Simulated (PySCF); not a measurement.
CHClF2, SMILES FC(F)Cl. Atoms are numbered in the order given.

```xyz
5

F     -1.0271     0.1532     1.0790
C     -0.4447    -0.3585     0.0000
F     -1.0271     0.1532    -1.0790
Cl     1.2765     0.0499     0.0000
H     -0.5454    -1.4548     0.0000
```

Coordinates come from a PBE0-D3(BJ)/def2-SVP optimisation.

Computed with PBE/pcSseg-2 (PySCF).

GIAO shieldings, no solvent; atoms alike by connectivity are averaged. δ = σ(ref) − σ: ¹⁹F against CFCl3 (σ = 132.0 ppm); ¹³C against TMS (σ = 181.4 ppm); ³⁵Cl against HCl (σ = 936.5 ppm); ¹H against TMS (σ = 31.47 ppm), references at their B3LYP-D3(BJ)/def2-TZVP geometries, non-relativistic (without spin–orbit terms, shifts of atoms bonded to Cl or Br come out too high).

Question: Estimate the chemical shifts. (An estimate is asked for; the answer gives what the named calculation found.)

Answer: 
```
nucleus   atoms  count  δ (ppm)
-------  ------  -----  -------
¹⁹F      F1, F3      2   -100.5
¹³C          C2      1    136.3
³⁵Cl        Cl4      1    338.4
¹H           H5      1     7.73
```
